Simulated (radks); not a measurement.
Spherical quantum dot in the effective-mass picture: electrons in a parabolic well V = omega^2 r^2 / 2 with omega = 4.98, all in effective atomic units (hartree* = m*/eps^2 hartree, bohr* = eps/m* bohr), one dielectric constant everywhere. Method: non-relativistic Kohn-Sham, LDA (Slater exchange, Perdew-Wang correlation), spin-polarised, spherical densities; computed with a radial shooting solver with Libxc functionals. Levels are named by radial order and angular momentum (1s, 1p, 1d, 2s, ...), and open shells are averaged over m. Results are scaled to m* = 0.032 and eps = 13.7, for which hartree* = 4.639 meV and bohr* = 22.66 nm.

N = 24, configuration 1s2 1p6 1d10 2s2 1f(up 4, down 0). This is the lowest configuration that the search found. Occupied and some empty levels:

level,occupation,eigenvalue (meV),<r> (nm)
1s up,1,155.69,14.46
1s down,1,155.99,14.36
1p up,3,170.31,18.62
1p down,3,170.79,18.56
1d up,5,185.95,21.70
1d down,5,186.54,21.67
2s up,1,187.69,19.55
2s down,1,188.14,19.58
1f up,4,202.52,24.19
1f down,0,203.16,24.19
2p up,0,205.24,22.14
2p down,0,205.68,22.17
1g up,0,219.92,26.34
1g down,0,220.56,26.35
2d up,0,223.34,24.52
2d down,0,223.78,24.54

Energy (meV): total 3102.77, kinetic 650.88, external 1253.1, Hartree 1318.7, exchange-correlation -119.91.

Electron density:

r (nm),n(r) (e/nm^3)
3.03,0.0004475
6.29,0.0003826
9.54,0.0003360
12.8,0.0003298
16.0,0.0003324
19.3,0.0002996
22.6,0.0002226
25.8,0.0001319
29.1,0.00006102
32.3,0.00002195
35.6,6.195e-06
38.8,1.350e-06
42.1,2.323e-07
